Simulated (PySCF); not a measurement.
C5HF3.
SMILES: `C#CC#CC(F)(F)F`

Computed, not measured: PBE0-D3(BJ)/def2-SVP geometry optimisation, gas phase (PySCF 2.14.0).

Take the most abundant isotopes and a rigid rotor. 

(1) Give the principal moments of inertia and the rotational constants in MHz.

(2) What kind of rotor is it?

(3) Where do the R-branch lines fall?

(4) Estimate the classical rotational partition function at 10 K, 50 K and 298.15 K.

Answers

(1) Ia = 88.13, Ib = 571.65, Ic = 571.69 u·Å²; 505379 MHz·u·Å²/I gives A = 5735, B = 884.1, C = 884.0 MHz.

(2) A prolate symmetric top, as the point group C3v requires two equal moments. Ray's parameter κ = (2B − A − C)/(A − C) = -1.000; −1 is the prolate and +1 the oblate limit.

(3) The dipole of 2.73 D lies along the symmetry axis, so ΔK = 0 and J+1 ← J falls at 2B(J+1) for every K: 1.77 GHz, 3.54 GHz, 5.30 GHz, 7.07 GHz, 8.84 GHz for J = 0 to 4.

(4) Point group C3v, symmetry number σ = 3; q = (√π/σ)·√((kT/h)³/(ABC)), k/h = 20836.6 MHz/K: 839 at 10 K, 9380 at 50 K, 137000 at 298.15 K.

No frequency check. Zero-point vibration and centrifugal distortion are left out.
